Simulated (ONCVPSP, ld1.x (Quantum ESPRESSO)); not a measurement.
# Potentials for Tc compared

Generated with ld1.x 7.5 (TM, RRKJ, ultrasoft, PAW), atompaw 4.2 or ONCVPSP 4.0.1. The cutoff is in Ry: for ld1.x and atompaw files where the sum of valence levels is converged to 10 mRy in a Bessel basis, for ONCV files where the hardest occupied wave has 1 mHa per electron of residual kinetic energy. The error is the largest all-electron minus pseudo excitation energy over each file’s own four to seven test configurations (ionisations up to +4, promotions, holes and added fractions of an electron), all of which were solved. The labels leave out finer settings (local radius, basis sizes, second energies), which also bear on the numbers. Spin-polarised tests are not counted. The rows are a selection from randomly drawn settings: files with unsolved tests, undetermined cutoffs or missed reference levels are left out.

A true bound ghost makes a file unfit for plane-wave use even where its test errors are small: the radial tests pick states by their node count and pass the ghost by.

```csv
potential,cutoff (Ry),largest error (meV),bound ghosts
"TM, PBE, fully relativistic, rc 2.50/2.20/2.30 (spd), local s, core correction yes, reference 4d5 5s0 5p0",35,-980,"p1/2, p3/2"
"ONCV, PBE, scalar-relativistic, rc 1.95/1.65/1.65 (spd), local d, core correction no, reference 4s2 4p6 4d5 5s1.75, qcut 7.8/6.4/8, projectors 2/3/0",43,-220,none
"TM, revPBE, scalar-relativistic, rc 2.55/3.10/1.50/2.45 (spdf), local s, core correction no, reference 4d5 5s1.5 5p0.5",50,-91,none
"TM semilocal, PBE, scalar-relativistic, rc 2.25/3.40/1.95 (spd), local p, core correction yes, reference 4d5 5s1.5 5p0",40,-141,none
"ONCV, LDA (Perdew-Wang 92), scalar-relativistic, rc 1.45/1.20/1.60 (spd), local smoothed, core correction yes, reference 4s2 4p6 4d6 5s1, qcut 7.5/6.3/5.2, projectors 2/1/2",166,+50,none
```

Q: Fill in the row for Tc: ONCV, LDA (Perdew-Wang 92), scalar-relativistic, rc 1.65/2.00/2.10 (spd), local smoothed, core correction no, reference 4s2 4p6 4d5 5s1 5p1, qcut 5.3/5.6/7.3, projectors 2/2/2.

A: cutoff 98 Ry, largest error -168 meV, bound ghosts: none.

Q: Fill in the row for Tc: ONCV, PBE, scalar-relativistic, rc 1.60/2.00/2.35 (spd), local smoothed, core correction yes, reference 4s2 4p6 4d6 5s1, qcut 9.8/6.8/7, projectors 3/2/2.

A: cutoff 58 Ry, largest error +10 meV, bound ghosts: none.
